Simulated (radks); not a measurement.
All-electron atom: Sr+ in [Ar] 3d10 4s2 5s2 4p(up 3, down 2) (not the ground configuration). Calculated with a radial shooting solver on a logarithmic mesh with Libxc functionals: scalar-relativistic Kohn-Sham, LDA (Slater exchange, Perdew-Wang correlation), spin-polarised, spherical densities, finite nucleus; Fermi nuclear charge, rms radius 4.224 fm.

Unscreened Slater integrals over Kohn-Sham orbitals (eV). They are taken over the spin-up orbitals.

F0(5s,5s): 6.8862
F0(5s,4p): 8.5765
G1(5s,4p): 0.69961
F0(5s,4s): 8.7030
G0(5s,4s): 0.43338
F0(4p,4p): 16.214
F2(4p,4p): 8.5220
F0(4p,4s): 17.189
G1(4p,4s): 11.574
F0(4s,4s): 18.391

Derived for the open shells (J is the average intra-shell exchange parameter used in DFT+U). 4p: J = F2/5 = 1.704 eV.
